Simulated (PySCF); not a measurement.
H5PSi, SMILES [SiH3]P. Atoms are numbered in the order given.

```xyz
7

Si    -1.0967    -0.0069     0.0000
P      1.1674     0.1185     0.0000
H     -1.5925     0.6959     1.2062
H     -1.5925     0.6959    -1.2062
H     -1.6210    -1.3928     0.0000
H      1.3238    -0.8394     1.0358
H      1.3238    -0.8394    -1.0358
```

Geometry optimised at B3LYP-D3(BJ)/def2-TZVP.

Method: SMD-B3LYP/6-31G* run with PySCF.

Solvation free energies are E(SMD) − E(gas) at the gas-phase geometry, for 1 M in both phases. In vacuum the dipole moment is 0.93 D.

| solvent | ΔG(solv) (kcal/mol) | its non-electrostatic (CDS) part | dipole (D) |
|---|---|---|---|
| water | 1.2 | 2.9 | 1.32 |
| ethanol | -1.1 | 0.5 | 1.30 |
| benzene | (withheld) | (withheld) | (withheld) |

Q: Complete the blanks. (Estimate from the structure and the level; the computed values follow.)

A: 
- benzene, ΔG(solv) (kcal/mol): -0.5
- benzene, its non-electrostatic (CDS) part: 0.3
- benzene, dipole (D): 1.08
